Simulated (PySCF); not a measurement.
Structure problem from calculated spectra and properties.

Formula: C5H11NS2Si.

- Rotational structure: rotational constants A, B, C: 1.977, 0.451, 0.384 GHz [GFN2-xTB]
- 13C NMR: chemical shifts (computed TMS as zero) by class: 257.6 (1 C), 173.9 (1 C), 44.7 (1 C), 38.7 (1 C), 37.9 (1 C) ppm [GIAO PBE0/pcSseg-1]
- NMR, other nuclei: isotropic shieldings of nuclei other than C and H, by class: -64 (1 N), 400 (1 Si), -743 (1 S), 673 (1 S) ppm [GIAO PBE0/pcSseg-1]
- 1H NMR: chemical shifts (computed TMS as zero) by class: 11.21 (1 H), 4.65 (3 H), 3.22 (3 H), 3.19 (2 H), 2.62 (2 H) ppm [GIAO PBE0/pcSseg-1]
- Dipole: 3.29 D [PBE0/pcSseg-1]

The electronic properties come from PySCF, for the isolated species, density fitting. Levels stand in brackets. The structure is a single GFN2-xTB conformer in the gas phase; no vibrational or solvent corrections. NMR classes are plain means over equivalent atoms (diastereotopic ones count apart unless rotation or inversion swaps them), as if these changed places fast.

Task: What is the compound? Reason from the data.

Result: Numbering: `[H]/[N:5]=[C:4](\[C:2]([CH3:1])=[S:3])[CH2:6][CH2:7][S:8][SiH3:9]`. Its formula, C5H11NS2Si, gives 2 degrees of unsaturation: 0 rings and 2 π bonds in the structure found. 5 carbons fall into 5 classes; from least to most shielded: thiocarbonyl carbon [C2] (257.6 ppm), imine carbon [C4] (173.9 ppm), chain CH2 carbon [C6] (44.7 ppm), methyl carbon [C1] (38.7 ppm), sp3 carbon bound to sulfur [C7] (37.9 ppm). Hydrogen classes from least to most shielded: 1 H on an imine nitrogen, N5 (11.21 ppm), 3 H on an SiH3 silicon, Si9 (4.65 ppm), 3 H on a methyl carbon, C1 (3.22 ppm), 2 H on a chain CH2 carbon, C6 (3.19 ppm, a mean of values up to 1.5 ppm apart in this geometry), 2 H on an sp3 carbon bound to sulfur, C7 (2.62 ppm, a mean of values up to 0.6 ppm apart in this geometry). The other shieldings belong to: -64 ppm, imine nitrogen [N5]; 400 ppm, SiH3 silicon [Si9]; -743 ppm, thiocarbonyl sulfur [S3]; 673 ppm, sulfur bonded to C and Si [S8]. The optimised geometry has point group C1 and is an asymmetric top. Structure: `[H]/N=C(/CCS[SiH3])C(C)=S`. The assignments are read from this structure; whether some other isomer fits the data as well wasn't checked.

Shape of the structure used: `[H]/[N:5]=[C:4](\[C:2]([CH3:1])=[S:3])[CH2:6][CH2:7][S:8][SiH3:9]`: C1–C2–C4–N5 -3°, C2–C4–C6–C7 -82°, C4–C6–C7–S8 -178°, C6–C7–S8–Si9 71°.
